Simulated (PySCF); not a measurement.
C3H9NSi. Atoms are numbered in the order given.

```xyz
14

N      2.1200    -0.2317    -0.3361
Si     0.5601     0.3458     0.1104
C     -0.9492     0.3901    -1.0417
C     -1.7739    -0.0713     0.1885
C     -0.6686    -0.7571     1.0346
H      2.2610    -1.0918    -0.8507
H      2.9157     0.3891    -0.4081
H      0.8004     1.6625     0.7789
H     -1.2826     1.3075    -1.5482
H     -0.8900    -0.4160    -1.7933
H     -2.6399    -0.7119    -0.0478
H     -2.1662     0.8071     0.7275
H     -0.7831    -0.7248     2.1276
H     -0.5463    -1.8116     0.7330
```

Geometry optimised at PBE0-D3(BJ)/def2-SVP. The values are those of a single conformer.

These are HF/pcSseg-1 (PySCF) values and carry that method's errors.

GIAO shieldings, no solvent; atoms listed in one row are averaged. δ = σ(ref) − σ: ¹⁵N against NH3 (σ = 267.3 ppm); ²⁹Si against TMS (σ = 393.8 ppm); ¹³C against TMS (σ = 192.6 ppm); ¹H against TMS (σ = 31.99 ppm), references at their B3LYP-D3(BJ)/def2-TZVP geometries, non-relativistic.

Computed chemical shifts:
| nucleus | atoms | count | δ (ppm) |
|---|---|---|---|
| ¹⁵N | N1 | 1 | 19.6 |
| ²⁹Si | Si2 | 1 | -11.1 |
| ¹³C | C3 | 1 | 21.3 |
| ¹³C | C5 | 1 | 19.8 |
| ¹³C | C4 | 1 | 13.5 |
| ¹H | H8 | 1 | 4.60 |
| ¹H | H11 | 1 | 2.06 |
| ¹H | H7 | 1 | 1.45 |
| ¹H | H12 | 1 | 1.37 |
| ¹H | H13 | 1 | 1.35 |
| ¹H | H9 | 1 | 1.27 |
| ¹H | H14 | 1 | 1.25 |
| ¹H | H10 | 1 | 1.15 |
| ¹H | H6 | 1 | 1.07 |
